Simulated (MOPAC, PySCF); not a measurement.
C$_{3}$H$_{7}$B, SMILES `BC(C)=C`, neutral singlet in the gas phase. 

Z-matrix (Å, degrees):
```
C
C 1 1.3539
H 2 1.0921 1 120.80
H 2 1.0963 3 116.74 1 179.98
C 1 1.5085 2 121.09 3 -179.95
H 5 1.0999 1 112.52 2 -0.22
H 5 1.1011 6 108.31 1 122.73
H 5 1.1011 6 108.28 7 114.61
B 1 1.5443 2 117.54 3 0.12
H 9 1.2035 1 119.33 2 -0.23
H 9 1.2047 10 119.36 1 -179.96
```
Charge 0, spin multiplicity 1.

All levels are single points at this geometry (PBE-D3(BJ)/def2-TZVP); Pople sets use spherical d functions. Orbital energies aren't observables, and empty levels follow the basis.

SVWN5/6-31G* in PySCF gives gap (eV) = 3.90.

**Question.** Estimate the gap (eV) from each of these levels: PBE-D3(BJ)/def2-TZVP in PySCF; B3LYP/3-21G in PySCF; B3LYP/6-311+G** in PySCF; BP86/6-31G* in PySCF; HF/3-21G in PySCF; HF/STO-3G in PySCF; PM3 in MOPAC; PM7 in MOPAC.

**Answer.** 
| level | gap (eV) |
|---|---|
| PBE-D3(BJ)/def2-TZVP in PySCF | 3.92 |
| B3LYP/3-21G in PySCF | 5.63 |
| B3LYP/6-311+G** in PySCF | 5.48 |
| BP86/6-31G* in PySCF | 4.00 |
| HF/3-21G in PySCF | 12.10 |
| HF/STO-3G in PySCF | 14.02 |
| PM3 in MOPAC | 10.06 |
| PM7 in MOPAC | 9.39 |
